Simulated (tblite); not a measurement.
C₇H₁₃ (doublet state).
Numbering: `[CH3:1][C@@H:2]1[CH:3][CH2:4][CH2:5][CH2:6][CH2:7]1` (hydrogens: H8, H9, H10 on C1; H11 on C2; H12 on C3; H13, H14 on C4; H15, H16 on C5; H17, H18 on C6; H19, H20 on C7)

Cartesian coordinates in Å at the GFN2-xTB level; atoms count from 1:
```xyz
20
C7H13 angstrom
C      2.4263    0.2831    0.2143
C      0.9956    0.1706   -0.3021
C      0.1393    1.2908    0.1529
C     -1.2870    1.2558   -0.2359
C     -1.9165   -0.0829    0.2056
C     -1.0959   -1.2485   -0.3354
C      0.3496   -1.1640    0.1431
H      3.0282   -0.5526   -0.1367
H      2.8815    1.2074   -0.1338
H      2.4391    0.2822    1.3023
H      1.0164    0.1547   -1.4030
H      0.4673    1.9199    0.9612
H     -1.3837    1.3196   -1.3273
H     -1.8374    2.0889    0.2034
H     -2.9464   -0.1437   -0.1524
H     -1.9327   -0.1247    1.2968
H     -1.5366   -2.1932   -0.0065
H     -1.1186   -1.2314   -1.4280
H      0.9298   -1.9994   -0.2551
H      0.3764   -1.2218    1.2335
```

Calculated harmonic vibrations of the isolated species, GFN2-xTB (tblite), most abundant isotopes, no scaling. This tight-binding method is rough: wavenumbers can miss measured ones by several per cent, in bad cases by 10 to 20. One conformer, not necessarily the lowest. Open shells enter through the occupations alone, without spin polarisation, and single modes of such species can be off by tens of per cent.

Harmonic wavenumbers (cm⁻¹): 123.2, 176.2, 211.8, 300.2, 305.5, 337.5, 392.4, 442.5, 503.2, 572.5, 828.5, 846.9, 903.1, 907.6, 932.1, 960.3, 993.3, 1010.8, 1069.5, 1106.9, 1121.1, 1127.4, 1137.0, 1159.6, 1205.6, 1227.3, 1235.4, 1270.3, 1278.4, 1298.0, 1310.1, 1333.7, 1349.9, 1370.1, 1412.2, 1474.7, 1484.2, 1485.4, 1497.2, 1502.4, 1505.0, 2841.7, 2888.9, 2954.6, 2960.1, 2963.8, 2975.7, 2977.3, 2981.6, 2989.7, 3026.1, 3029.8, 3037.5, 3114.3.

A = 4427, B = 2229, C = 1636 MHz; mass 97.102 u (most abundant isotopes); point group C1, symmetry number 1; spin multiplicity 2.

Q: What is the zero-point energy?

A: ½Σν̃ = 39725 cm⁻¹ = 475.21 kJ/mol.

Q: What is S at 200 K and 1 bar for an ideal gas of classical rigid rotors and harmonic oscillators?

A: Translation 157.62, rotation 109.62, vibration 37.59, spin (R ln 2) 5.76: S = 310.6 J/(mol K).

Q: And Cp and H(200 K) − H(0)?

A: Cp = 91.39 J/(mol K), of which vibrations give 58.13 (their classical limit is 54 R = 449.0); H(200 K) − H(0) = 11.50 kJ/mol without the zero-point energy, 4.85 from vibrations.

Q: How do the functions run with temperature in this model?

A: 
```csv
T (K),S (J/(mol K)),Cp (J/(mol K)),H − H(0) (kJ/mol),G − H(0) (kJ/mol),ln q(vib)
100,260.6,56.5,4.09,-21.97,0.36
300,354.9,131.4,22.57,-83.90,3.18
500,442.5,216.4,57.59,-163.66,6.87
800,565.1,304.8,136.89,-315.20,13.01
1000,637.6,343.9,201.96,-435.59,17.12
```

q(vib) and H(0) count from the zero-point level.

Q: What must be added to the electronic energy to get the Gibbs energy at 200 K and 1 bar?

A: ZPE + [H(200 K) − H(0)] − T·S = 475.21 + 11.50 − 62.12 = 424.59 kJ/mol.

Q: Which modes carry the vibrational entropy at 200 K?

A: 123.2 cm⁻¹: 9.59; 176.2 cm⁻¹: 6.88; 211.8 cm⁻¹: 5.57; 300.2 cm⁻¹: 3.36; 305.5 cm⁻¹: 3.26; 337.5 cm⁻¹: 2.72 J/(mol K); the other 48 give 6.21 together.

Q: Blend soft modes into free rotors: weight 1/[1 + (100 cm⁻¹/ν̃)⁴] for the oscillator and the rest for a rotor with moment μB/(μ + B), μ = h/(8π²ν), B = 10⁻⁴⁴ kg m². What vibrational entropy results?

A: 37.81 J/(mol K) in place of 37.59, which changes −T·S at 200 K by -0.04 kJ/mol.

Hindered rotation and anharmonicity are outside this model. Other conformers, if any are populated, would add a mixing term that is left out. The structure is chiral; the term R ln 2 for an equal mix with its mirror image is left out.
